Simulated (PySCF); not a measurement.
**Radial density of Pd (palladium, neutral)**

UHF, [Kr] 4d10, closed-shell 1S. All numbers are calculated (PySCF 2.14, scalar relativity by spin-free X2C-1e, in x2c-QZVPPall with one added diffuse shell each of s, p, d, f, g type (14s9p8d5f3g, 143 functions)).

| r (bohr) | 4πr²ρ (e/bohr) |
| --- | --- |
| 0.0315 | 54.47 |
| 0.0530 | 52.15 |
| 0.0892 | 72.86 |
| 0.150 | 56.72 |
| 0.252 | 55.43 |
| 0.425 | 39.77 |
| 0.714 | 15.42 |
| 1.20 | 13.88 |
| 2.02 | 3.451 |
| 3.40 | 0.4313 |
| 5.72 | 0.01658 |
| 9.62 | 9.135e-05 |

Densities and radii are taken from the X2C orbitals without a picture-change correction, which distorts them close to the nucleus.
